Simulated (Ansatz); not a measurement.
Consider the formal exchange of groups at a Ge–Cl bond: 2 `[Cl][GeH2][GeH3]` → `[GeH3][GeH2][GeH2][GeH3]` + Cl₂.

Computed with Ansatz on PBE0-D4/def2-TZVP structures; ΔE is electronic, products minus reactants. CBS: MP2 limit from def2 TZ/QZ plus the TZ coupled-cluster correction, frozen cores. This one scheme is used for every species. Functionals use def2-TZVPP. B3LYP here is the variant with VWN-RPA as its local correlation; programs differ in this. For Ge outer-core shells are correlated without core-valence functions, which leaves a few kJ/mol of doubt a bond. Scalar relativity is left out up to krypton. One conformer a species, not always the lowest.

Task: Is it downhill or uphill in electronic energy at CCSD(T)/CBS, and by how much? (An estimate is asked.)

Result: Computed: Uphill: ΔE = +264.6 kJ/mol.

Task: What do these levels give: BLYP-D4, PBE0-D4, B3LYP-D4, BLYP, PBE0, SCS-MP2/def2-QZVPP? (Estimate.)

Result: The calculation gave: BLYP-D4 253.1, PBE0-D4 263.8, B3LYP-D4 264.9, BLYP 260.0, PBE0 267.7, SCS-MP2/def2-QZVPP 280.4 kJ/mol.

Largest T1 diagnostic among the species: 0.012.

In def2-TZVPP, CCSD(T) changes the Hartree–Fock value by −47.8 kJ/mol (the triples alone add −5.5 kJ/mol) and MP2 by −35.7 kJ/mol. Leaving LDA and LC-ωPBE aside and taking each functional with its dispersion term where it has one, the values, not all of them listed here, spread over 38.3 kJ/mol, from PBE-D4 to B97M-V. LDA lies −6.2 kJ/mol from PBE without D4. From r2SCAN to r2SCAN0 (25 % exact exchange), in def2-TZVPP and without D4, ΔE moves by +5.9 kJ/mol.
